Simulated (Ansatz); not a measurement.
Computed with Ansatz on PBE0-D4/def2-TZVP structures; ΔE is electronic, products minus reactants. CCSD(T)/CBS adds triple-zeta CCSD(T) − MP2 to the extrapolated MP2 energy (def2 sets, frozen cores). DFT in def2-TZVPP. For Ge outer-core shells are correlated without core-valence functions, which leaves a few kJ/mol of doubt a bond. Scalar relativity is left out up to krypton. One conformer a species, not always the lowest.

`[GeH3][GeH2][GeH2][GeH2][GeH3]` + `OC(O)=S` → `OC(=S)[O][GeH3]` + `[GeH3][GeH2][GeH2][GeH3]`  (cleavage of the Ge–Ge bond)

CCSD(T)/CBS gives +9.4 kJ/mol.

Problem. Another level gave +6.6 kJ/mol. Which?
A. PBE/def2-TZVPP
B. SCS-MP2/def2-TZVPP
C. HF/def2-TZVPP
D. CCSD(T)/def2-TZVPP

Solution. D. CCSD(T)/def2-TZVPP 6.6, SCS-MP2/def2-TZVPP -0.6, PBE 15.5, HF/def2-TZVPP -17.3 kJ/mol.

Largest T1 diagnostic among the species: 0.016.

In def2-TZVPP, CCSD(T) changes the Hartree–Fock value by +23.9 kJ/mol (the triples alone add +1.6 kJ/mol) and MP2 by +24.8 kJ/mol. The D4 term adds +6.0 kJ/mol with B3LYP and +3.8 kJ/mol with PBE0; it sums over pairs of atoms, weighted by their polarisabilities, and B3LYP, whose exchange is more repulsive, gets the larger term.

B3LYP here is the variant with VWN-RPA as its local correlation; programs differ in this.
